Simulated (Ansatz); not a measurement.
Species: C4H3N, SMILES `N#CC1=CC1` (charge 0, multiplicity 1).

Task: Give a relaxed geometry from B3LYP-D3(BJ)/def2-TZVP run with Ansatz (an electronic-structure program).

Result: the end point of this relaxation (outside a Z-matrix the atoms follow the SMILES, hydrogens last).
Cartesian coordinates (Å) in one orientation:
```xyz
8

N      2.934     0.164    -0.136
C      1.781     0.190    -0.084
C      0.390     0.180    -0.021
C     -0.740     0.807     0.018
C     -0.848    -0.685     0.051
H     -1.265     1.745     0.024
H     -1.168    -1.219    -0.840
H     -1.085    -1.184     0.988
```
